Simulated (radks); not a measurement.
Polarisability of the scandium ion Sc2+, [Ar] 3d1, at imaginary frequency. All-electron calculation, scalar-relativistic Kohn-Sham, LDA (Slater exchange, Perdew-Wang correlation), spin-unpolarised, spherical densities, finite nucleus; Fermi nuclear charge, rms radius 3.5459 fm. Program: a radial shooting solver on a logarithmic mesh with Libxc functionals. Response by self-consistent Sternheimer equations with the Hartree and adiabatic LDA kernel, the relativistic mass of each level held fixed and spin-orbit coupling left out.

| w (hartree) | alpha1(iw) (bohr^3) |
|---|---|
| 0.00266 | 5.093 |
| 0.0143 | 5.086 |
| 0.0360 | 5.052 |
| 0.0697 | 4.949 |
| 0.118 | 4.727 |
| 0.186 | 4.370 |
| 0.280 | 3.918 |
| 0.413 | 3.426 |
| 0.605 | 2.901 |
| 0.892 | 2.313 |
| 1.35 | 1.653 |
| 2.12 | 0.9923 |
| 3.59 | 0.4695 |
| 6.94 | 0.1644 |
| 17.5 | 0.03648 |

Static values: alpha1 = 5.093 bohr^3 (0.7547 angstrom^3; uncoupled 6.688). C6 = 14.99, triple-dipole C9 = 48.78 atomic units. One-pole (London) frequency 4 C6 / (3 alpha1^2) = 0.771 hartree, against 0.666 for minus the highest occupied eigenvalue.
